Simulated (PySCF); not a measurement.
PySCF input for TaCl5, SMILES [Cl][Ta]([Cl])([Cl])([Cl])[Cl], multiplicity 1, PBE0-D3(BJ)/def2-SVP. Geometry: PBE0-D3(BJ)/def2-SVP. The multiplicity is an assumed one; other spin states were not compared. The isomer is the one that the SMILES or the coordinates give; other isomers of the formula were not compared. The def2 effective core potentials stand for the cores of Ta; spin–orbit coupling is left out.

```python
import numpy as np
from pyscf import gto, scf, dft, df
from pyscf.hessian import thermo

mol = gto.M(
    atom='''
    Ta    0.00000000    0.00000000    0.00000000
    Cl   -0.00000000   -0.00000000    2.32666227
    Cl    0.00000000    0.00000000   -2.32666227
    Cl   -2.28410464    0.00000000   -0.00000000
    Cl    1.14205232    1.97809264    0.00000000
    Cl    1.14205232   -1.97809264    0.00000000
    ''',
    basis='def2-SVP',
    ecp={'Ta': 'def2-svp'},
    charge=0,
    spin=0,
    max_memory=1600,
    verbose=3,
)
mf = dft.RKS(mol, xc='pbe0').density_fit(auxbasis='def2-universal-jkfit')
mf.disp = 'd3bj'
mf.grids.level = 3
mf.conv_tol = 1e-11
mf.max_cycle = 100
mf.kernel()

# [left out here: the lines that compute and print the analytic Hessian (its translational invariance restored by hand, since the grid's response is missing), thermochemistry and intensities]
```

Output:

```
converged SCF energy = -2356.84703193857

WARN: DFTD3 does not support analytical Hessian, using finite difference


WARN: Mole.unit (angstrom) is changed to Bohr

Mode                                 0                   1                   2
Irrep
Freq [cm^-1]                       62.1121             62.1925            135.2960
Reduced mass [au]                  35.4520             35.4518             44.9289
Force const [Dyne/A]                0.0806              0.0808              0.4846
Char temp [K]                      89.3655             89.4812            194.6608
Normal mode                   x     y     z       x     y     z       x     y     z
       0  Ta                -0.00 -0.00  0.00   -0.00  0.00  0.00   -0.04 -0.00 -0.00
       1  Cl                 0.07  0.00  0.00    0.00 -0.07  0.00    0.08  0.00  0.00
       2  Cl                 0.07  0.00 -0.00    0.00 -0.07 -0.00    0.08  0.00 -0.00
       3  Cl                 0.01 -0.00 -0.00    0.00  0.11 -0.00   -0.04  0.00 -0.00
       4  Cl                -0.08  0.05 -0.00   -0.05  0.02 -0.00    0.04 -0.05 -0.00
       5  Cl                -0.08 -0.05 -0.00    0.05  0.02 -0.00    0.04  0.05 -0.00
Mode                                 3                   4                   5
Irrep
Freq [cm^-1]                      135.3803            167.2193            183.0218
Reduced mass [au]                  44.9317             43.6217             35.4503
Force const [Dyne/A]                0.4852              0.7187              0.6996
Char temp [K]                     194.7820            240.5914            263.3276
Normal mode                   x     y     z       x     y     z       x     y     z
       0  Ta                 0.00 -0.04  0.00    0.00  0.00  0.04    0.00  0.00  0.00
       1  Cl                -0.00  0.08 -0.00    0.00 -0.00  0.03   -0.08 -0.00  0.00
       2  Cl                -0.00  0.08  0.00   -0.00 -0.00  0.03    0.08  0.00  0.00
       3  Cl                 0.00  0.07 -0.00    0.00 -0.00 -0.08   -0.00 -0.00  0.10
       4  Cl                -0.05 -0.01  0.00    0.00  0.00 -0.08   -0.00  0.00 -0.05
       5  Cl                 0.05 -0.01 -0.00    0.00 -0.00 -0.08   -0.00 -0.00 -0.05
Mode                                 6                   7                   8
Irrep
Freq [cm^-1]                      183.1836            343.2510            379.4983
Reduced mass [au]                  35.4500             35.4500             44.9050
Force const [Dyne/A]                0.7009              2.4609              3.8103
Char temp [K]                     263.5604            493.8617            546.0135
Normal mode                   x     y     z       x     y     z       x     y     z
       0  Ta                 0.00  0.00  0.00   -0.00 -0.00 -0.00    0.00  0.00 -0.04
       1  Cl                -0.00  0.08  0.00    0.00  0.00 -0.10   -0.00 -0.00  0.10
       2  Cl                -0.00 -0.08 -0.00    0.00 -0.00  0.10    0.00  0.00  0.10
       3  Cl                 0.00 -0.00  0.00   -0.05  0.00 -0.00   -0.00  0.00 -0.00
       4  Cl                -0.00  0.00  0.09    0.03  0.05  0.00   -0.00 -0.00 -0.00
       5  Cl                -0.00 -0.00 -0.09    0.03 -0.05  0.00   -0.00  0.00 -0.00
Mode                                 9                  10                  11
Irrep
Freq [cm^-1]                      406.1411            409.9096            409.9246
Reduced mass [au]                  35.4502             43.5961             43.5941
Force const [Dyne/A]                3.4453              4.3159              4.3160
Char temp [K]                     584.3467            589.7686            589.7902
Normal mode                   x     y     z       x     y     z       x     y     z
       0  Ta                -0.00  0.00  0.00    0.04  0.00  0.00   -0.00  0.04 -0.00
       1  Cl                -0.00  0.00 -0.07    0.00  0.00 -0.00   -0.00  0.00  0.00
       2  Cl                -0.00  0.00  0.07    0.00  0.00  0.00   -0.00  0.00 -0.00
       3  Cl                 0.08 -0.00 -0.00   -0.12 -0.00 -0.00    0.00 -0.01  0.00
       4  Cl                -0.04 -0.07 -0.00   -0.04 -0.05 -0.00   -0.05 -0.09 -0.00
       5  Cl                -0.04  0.07  0.00   -0.04  0.05  0.00    0.05 -0.09  0.00
temperature 298.1500 [K]
pressure 101325.00 [Pa]
Rotational constants [GHz] 0.91085 0.76430 0.76430
Symmetry number 6
Zero-point energy (ZPE) 0.00655 [Eh]   17209.060 [J/mol]
                           tot       elec      trans        rot        vib
Entropy [J/mol/K]       407.295      0.000    182.093    113.888    111.314
Cv [J/mol/K]            112.165      0.000     12.472     12.472     87.221
Cp [J/mol/K]            120.479      0.000     20.786     12.472     87.221
Internal energy [J/mol]                      3718.434   3718.434  33877.685
Internal energy [Eh]   -2356.83130  -2356.84703
Enthalpy [J/mol]                             6197.391   3718.434  33877.685
Enthalpy [Eh]          -2356.83035
Gibbs free energy [J/mol]                  -48093.607 -30237.182    689.370
Gibbs free energy [Eh] -2356.87660
static polarisability / bohr^3: [[ 86.642  -0.      0.   ]
 [ -0.     86.643   0.   ]
 [  0.     -0.    103.12 ]]
largest difference of analytic and finite-field dipole derivatives / e: 0.003083601280966075
mode   freq/cm-1   IR/(km/mol)   Raman/(A^4/amu)   depolarisation
   1       62.11         1.994             1.536            0.750
   2       62.19         1.991             1.538            0.750
   3      135.30         4.864             0.886            0.750
   4      135.38         4.877             0.883            0.750
   5      167.22         7.897             0.000            0.750
   6      183.02         0.000             4.768            0.750
   7      183.18         0.000             4.769            0.750
   8      343.25         0.000             6.107            0.678
   9      379.50       169.559             0.000            0.748
  10      406.14         0.003            27.883            0.004
  11      409.91        90.062             1.112            0.749
  12      409.92        90.062             1.111            0.750
max |gradient| / (hartree/bohr): 8.025223046658164e-05
APT charges: [ 2.7938 -0.6468 -0.6468 -0.4999 -0.5    -0.5   ]
```

Self-consistency was reached.
